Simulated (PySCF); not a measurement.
BFHO, SMILES FB=[OH+], charge +1. Atoms are numbered in the order given.

```xyz
4

O      0.0000     0.0000     1.1884
B      0.0000     0.0000    -0.0338
F      0.0000     0.0000    -1.2772
H      0.0000     0.0000     2.1565
```
Charge +1, spin multiplicity 1.

Geometry optimised at B3LYP-D3(BJ)/def2-TZVP. The geometry has at least one imaginary mode, so it is a saddle point at that level. The isomer is the one that the SMILES or the coordinates give; other isomers of the formula were not compared.

Method: PBE/pcJ-1 (PySCF).

Isotropic couplings with Fermi-contact, spin-dipole and both spin-orbit terms, one fixed conformer, no vibrational averaging. Isotopes: 11B, 19F, 1H.

Computed spin–spin coupling constants:
```tsv
pair	bonds apart	J (Hz)
B2–F3	1	-86.6
B2–H4	2	72.9
F3–H4	3	11.5
```
